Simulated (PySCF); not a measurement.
Structure with atom numbers: `[CH:1]#[C:2][B:3]([F:4])[BH:5][SiH2:6][F:7]`; H(Xn) means a hydrogen on atom n.

Geometry: PBE0-D3(BJ)/def2-SVP; GIAO absolute shieldings from PySCF 2.14.0 with density-fitted response routines, gas phase, non-relativistic, averaged over equivalent atoms.

At PBE0/cc-pVDZ (122 basis functions, 15 s wall time on 1 thread of an Arm Neoverse V1, shared host):
```json
{"atoms": "C1", "σ (ppm)": "83.8"}
{"atoms": "C2", "σ (ppm)": "117.4"}
{"atoms": "B5", "σ (ppm)": "-11.7"}
{"atoms": "B3", "σ (ppm)": "59.4"}
{"atoms": "F4", "σ (ppm)": "183.1"}
{"atoms": "F7", "σ (ppm)": "422.9"}
{"atoms": "Si6", "σ (ppm)": "412.7"}
{"atoms": "H(B5)", "σ (ppm)": "19.71"}
{"atoms": "H(Si6)", "σ (ppm)": "25.69"}
{"atoms": "H(C1)", "σ (ppm)": "27.59"}
```

What do these become at PBE0/cc-pVTZ?

## Answers


```
 atoms  σ at PBE0/cc-pVTZ  change
    C1               68.3   -15.5
    C2              102.2   -15.2
    B5              -24.0   -12.3
    B3               49.7    -9.7
    F4              176.6    -6.5
    F7              410.8   -12.1
   Si6              356.2   -56.5
 H(B5)              19.56   -0.15
H(Si6)              25.55   -0.14
 H(C1)              27.59   +0.00
```

The largest change is at Si6 (silicon bonded to B, F, 2 H). Cost: 270 basis functions, 51 s wall time on 1 thread of an Arm Neoverse V1, shared host.

A carbon bonded to boron is broadened by the quadrupolar boron nucleus and is often missing from a measured spectrum.
